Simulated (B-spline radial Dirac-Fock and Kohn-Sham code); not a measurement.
## Mo²⁺ 2s: cross section and angular parameters

System: molybdenum as Mo²⁺, configuration [Kr] 4d4; threshold 2866.7 eV (orbital energy of the model). These are calculated numbers from a B-spline atomic structure program; the model is Dirac-Hartree-Slater photoionisation with a Latter tail; cross sections with all multipoles, angular parameters from the dipole term and its interference with E2.

Input file task.json (cfg lists n, l and occupation; rrms is the nuclear radius in fm):

```json
{"items": [{
  "Z": 42,
  "q": 2,
  "cfg": [[1, 0, 2], [2, 0, 2], [2, 1, 6], [3, 0, 2], [3, 1, 6], [3, 2, 10], [4, 0, 2], [4, 1, 6], [4, 2, 4]],
  "A": 98,
  "rrms": 4.4091,
  "do": "xps",
  "hv": [53.1, 71.8, 123.0, 150, 188.0, 196.0, 200, 400, 636.0, 643.0, 781.0, 800, 1370.0, 1460.0, 1486.9, 2210.0, 2290.0, 2390.0, 2984.4, 3130.0, 3510.0, 4000, 4100.0, 6600.0, 6620.0, 6730.0, 7310.0, 8047.8, 8410.0, 12200.0]
}]}
```

Launch: `python xray2_run.py task.json out`

For linearly polarised light dσ/dΩ = σ/(4π) [1 + β P₂(cos θ) + (δ + γ cos²θ) sin θ cos φ], with θ from the polarisation vector and φ the angle between the beam and the projection of the electron momentum on the plane normal to the polarisation.

```csv
hν (eV),σ (kb),β,γ
2984.4,42.8,1.995,0.915
3130,39.8,1.995,0.626
3510,32.9,1.996,0.227
4000,26.3,1.996,0.010
4100,25.2,1.996,-0.014
6600,10.3,1.996,0.064
6620,10.2,1.996,0.066
6730,?,?,?
7310,8.34,1.996,0.162
8047.8,6.84,1.996,0.269
8410,6.24,1.996,0.323
12200,2.77,1.996,0.879
```

Question: Give the values at 6730 eV.

Answer: σ = 9.86 kb, β = 1.996, γ = 0.081. For an s subshell δ is negligible.
